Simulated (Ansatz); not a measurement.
Species: BO$_{2}$, charge 0, multiplicity 2. It need not be the lowest isomer of its formula. SMILES: O=B[O]
Geometry: optimised at B3LYP-D3(BJ)/def2-TZVP (Ansatz, a first-principles code).

Property: atomisation energy (electronic, to ground-state atoms), in eV. Valence correlation only, unless marked. UHF or UKS for open shells. No spin-orbit coupling. Non-relativistic. The coupled-cluster limit lacks core correlation, which all-electron functionals hold. CBS(X,Y): correlation extrapolated as X^-3; Hartree-Fock from the larger set.

```csv
level,program,atomisation energy (eV)
HF/cc-pVTZ,Ansatz,9.27
BLYP/def2-TZVPD,Ansatz,14.82
r2SCAN/def2-TZVPD,Ansatz,14.57
PBE0/def2-SVP,Ansatz,14.47
```

**Question.** Estimate the value at CCSD(T)/CBS(cc-pVTZ,cc-pVQZ) as computed with Ansatz.

**Answer.** 13.96 eV
